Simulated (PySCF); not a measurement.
**Polarisability and C₆ of Pt(3+) (platinum, charge +3)**

[Xe] 4f14 5d7, high-spin 4F determinant. Calculation: PySCF 2.14, in x2c-TZVPPall with one added diffuse shell each of s, p, d, f type (12s8p8d4f1g, 113 functions); scalar relativity by spin-free X2C-1e. Coupled (time-dependent) response in atomic units; α is the mean over directions.

| method | mean α (bohr³) | C₆ (like pair) | S(−4) |
| --- | --- | --- | --- |
| PBE | 6.495 | 37.12 | 8.041 |

S(−4) is the Cauchy moment in α(ω) = α(0) + S(−4) ω² + …

Spin-orbit coupling is absent.

α(iu) at PBE:

```csv
u (hartree),α(iu) (bohr³)
0,6.495
0.0500,6.475
0.100,6.416
0.200,6.199
0.300,5.887
0.500,5.159
0.750,4.302
1.00,3.598
1.50,2.583
2.00,1.921
3.00,1.162
5.00,0.5461
```

A single London oscillator, α(iu) = α/(1 + u²/ω²), gives C₆ = (3/4) ω α². Matching the computed C₆ needs ω = 4 × 37.12 / (3 × 6.495²) = 1.17 hartree.

For an ion, C₆ is the dispersion term alone; charge-induced terms of lower order in 1/R come first.

Spin-orbit coupling, absent here, splits the open shell strongly.
